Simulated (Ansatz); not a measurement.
# Molecular dynamics of FH₇N₂OSi₂

Input file:

```yaml
crystal:
  periodic: [false, false, false]
  atoms:
    - { symbol: Si, position_ang: [-0.117195, -0.322012, -0.105516] }
    - { symbol: O, position_ang: [-0.674405, -0.814554, 1.368333] }
    - { symbol: Si, position_ang: [-1.154302, 0.134972, 2.788349] }
    - { symbol: H, position_ang: [-0.846543, -0.850687, 3.964973] }
    - { symbol: H, position_ang: [-0.325351, 1.575078, 2.723725] }
    - { symbol: H, position_ang: [-2.640945, 0.403793, 2.70012] }
    - { symbol: "N", position_ang: [1.5815, -0.259109, -0.15318] }
    - { symbol: H, position_ang: [2.038434, -1.170797, -0.109416] }
    - { symbol: H, position_ang: [2.110645, 0.537857, -0.245051] }
    - { symbol: F, position_ang: [-0.759435, 1.262692, -0.211987] }
    - { symbol: "N", position_ang: [-0.52231, -1.470517, -1.382725] }
    - { symbol: H, position_ang: [-1.0815, -2.374127, -1.260727] }
    - { symbol: H, position_ang: [-0.275307, -1.320187, -2.298896] }
basis:
  gaussian: { orbitals: "6-31G" }
hamiltonian:
  xc: b3lyp
  dispersion: d4
md:
  timestep: 0.5
  n_steps: 166
  ensemble: nvt_nose_hoover
  temperature: 400.0
  initial_velocities: maxwell_boltzmann
  seed: 451377
```

Launched with:

```bash
$ ansatz run input.yaml --threads 1 --pin off --max-ram 2048MiB --backend cpu --events-out ev --progress --plain --runs-dir out
```

It goes on from the last frame of an earlier run, with new velocities.

Output, in part (step lines, the closing report, with atoms numbered from 0):

```
md step     0: t =     0.00 fs  T =   400.0 K  F+E_penalty+E_count = -23613.77353971 eV  E_kin = 0.568744 eV  conserved = -23613.20479571 eV  (27 SCF iters)
[... lines left out ...]
Total energy: -23614.08995587 eV, -867.8017996733 hartree
Atom 0 at    -0.145912    -0.357982    -0.166070 Å, force     0.283610     2.797024     2.205381 eV/Å
Atom 1 at    -0.829490    -0.686910     1.388537 Å, force     0.845097    -0.198073    -2.078628 eV/Å
Atom 2 at    -1.108241     0.024504     2.894082 Å, force    -1.061741     2.024561    -0.021628 eV/Å
Atom 3 at    -0.862331    -1.033192     3.863749 Å, force     0.204261    -0.341578     0.710616 eV/Å
Atom 4 at    -0.494903     1.443429     3.223189 Å, force     0.272172    -1.173711    -0.257731 eV/Å
Atom 5 at    -2.545931     0.496285     2.823828 Å, force    -0.042034    -0.393183     0.297917 eV/Å
Atom 6 at     1.588420    -0.130371    -0.115976 Å, force    -1.840527     0.611853    -0.248477 eV/Å
Atom 7 at     2.116670    -0.952267    -0.145760 Å, force     1.445893    -0.962366    -0.046675 eV/Å
Atom 8 at     2.024824     0.769674    -0.039530 Å, force     0.236997    -0.055255     0.057476 eV/Å
Atom 9 at    -0.613770     1.329248    -0.442500 Å, force     0.103278    -1.694116     0.016844 eV/Å
Atom 10 at    -0.570734    -1.549503    -1.286971 Å, force    -1.216266    -1.703755    -0.054697 eV/Å
Atom 11 at    -1.178132    -2.374064    -1.095133 Å, force     0.719598     1.310465    -0.254976 eV/Å
Atom 12 at    -0.271202    -1.440610    -2.238029 Å, force     0.049660    -0.221866    -0.325423 eV/Å
Dipole moment:     0.363735    -0.542670    -0.140128 e Å
```

The steps, from the saved trajectory:

| time (fs) | T (K) | potential energy less start (eV) | conserved less start (meV/atom) |
| --- | --- | --- | --- |
| 0 | 400 | 0.000 | 0.00 |
| 2.5 | 560 | -0.232 | -0.43 |
| 5 | 403 | -0.005 | 0.01 |
| 7.5 | 396 | 0.002 | -0.21 |
| 10 | 476 | -0.109 | -0.06 |
| 12.5 | 595 | -0.282 | -0.27 |
| 15 | 491 | -0.134 | -0.13 |
| 17.5 | 538 | -0.201 | -0.11 |
| 20 | 693 | -0.427 | -0.38 |
| 22.5 | 482 | -0.124 | 0.06 |
| 25 | 556 | -0.235 | -0.30 |
| 27.5 | 517 | -0.179 | -0.01 |
| 30 | 514 | -0.183 | -0.34 |
| 32.5 | 369 | 0.025 | -0.04 |
| 35 | 478 | -0.136 | -0.25 |
| 37.5 | 423 | -0.060 | -0.20 |
| 40 | 309 | 0.103 | 0.01 |
| 42.5 | 483 | -0.152 | -0.39 |
| 45 | 342 | 0.051 | 0.02 |
| 47.5 | 433 | -0.087 | -0.37 |
| 50 | 409 | -0.050 | 0.04 |
| 52.5 | 593 | -0.321 | -0.36 |
| 55 | 430 | -0.088 | -0.05 |
| 57.5 | 455 | -0.130 | -0.23 |
| 60 | 480 | -0.171 | -0.28 |
| 62.5 | 385 | -0.036 | -0.03 |
| 65 | 512 | -0.225 | -0.30 |
| 67.5 | 509 | -0.222 | 0.01 |
| 70 | 635 | -0.412 | -0.40 |
| 72.5 | 523 | -0.253 | 0.02 |
| 75 | 685 | -0.498 | -0.41 |
| 77.5 | 485 | -0.217 | -0.09 |
| 80 | 427 | -0.142 | -0.14 |
| 82.5 | 500 | -0.254 | -0.26 |

The run went to its last step. The conserved energy stayed within 0.51 meV per atom of its start (net change -0.34 meV per atom), so the integration is sound. The mean temperature of the second half is 21 % above the set value. A run of 0.083 ps of so small a system gives no equilibrium averages. Limits of this set-up: no polarisation functions.

The same pairs are bonded in the first frame and the last. Pairs count as bonded within 1.25 times the sum of covalent radii (0.12 Å more for H–H).

Last frame:

```xyz
13
Properties=species:S:1:pos:R:3
Si -0.146 -0.358 -0.166
O -0.830 -0.687 1.389
Si -1.108 0.025 2.894
H -0.862 -1.033 3.864
H -0.495 1.443 3.223
H -2.546 0.496 2.824
N 1.588 -0.130 -0.116
H 2.117 -0.952 -0.146
H 2.025 0.770 -0.040
F -0.614 1.329 -0.443
N -0.571 -1.550 -1.287
H -1.178 -2.374 -1.095
H -0.271 -1.441 -2.238
```

Run time: 6.8 min on 1 thread of AMD EPYC 9R45 96-Core Processor (Zen 5), with other jobs on the host, peak memory 0.2 GiB.
